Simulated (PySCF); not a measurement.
C₅H₅ClFNO.
Numbering: `[N:1]#[C:2][CH2:3][O:4]/[C:5](=[CH:6]\[F:7])[CH2:8][Cl:9]` (hydrogens: H10, H11 on C3; H12 on C6; H13, H14 on C8)

The calculation used PBE0-D3(BJ)/def2-SVP geometry optimisation, gas phase in PySCF.

Problem. Give the optimised bond lengths and angles.

Solution. 
```csv
bond,length (Å),order
N1≡C2,1.156,triple
C2–C3,1.462,single
C3–O4,1.406,single
O4–C5,1.351,single
C5=C6,1.340,double
C6–F7,1.335,single
C5–C8,1.486,single
C8–Cl9,1.791,single
"C3–H10, C3–H11",1.103,single
C6–H12,1.091,single
"C8–H13, C8–H14",1.098,single
```

Bonds in one row agree within 0.01 Å and their mean is given. Orders are formal, as drawn. A selection of angles:
```csv
angle,degrees
N1–C2–C3,178.4
C2–C3–O4,108.5
C3–O4–C5,118.9
O4–C5–C6,127.4
O4–C5–C8,112.1
C6–C5–C8,120.5
C5–C6–F7,123.5
C5–C8–Cl9,111.2
```

Dihedral angles: C2–C3–O4–C5 -166° (antiperiplanar); C3–O4–C5–C6 -28° (synperiplanar); O4–C5–C6–F7 -2° (synperiplanar); O4–C5–C8–Cl9 -69° (synclinal). The mirror-image conformer, all signs reversed, is as good.

The C–C distances run from 1.340 Å (C5=C6, drawn double) to 1.486 Å (C5–C8, drawn single), a spread of 0.146 Å. The C–O distances run from 1.351 Å (O4–C5, drawn single) to 1.406 Å (C3–O4, drawn single), a spread of 0.055 Å. Of the pairs four or more bonds apart, C3···F7 is among the closest relative to their van der Waals radii: 2.77 Å, 88 % of the sum of Bondi's values. O4 (ether oxygen) is bent (angle 118.9°).

Point group: C1 (no symmetry element, even within 0.4 Å). Whether it is a minimum is left open (no frequencies). The numbers are those of one conformer.
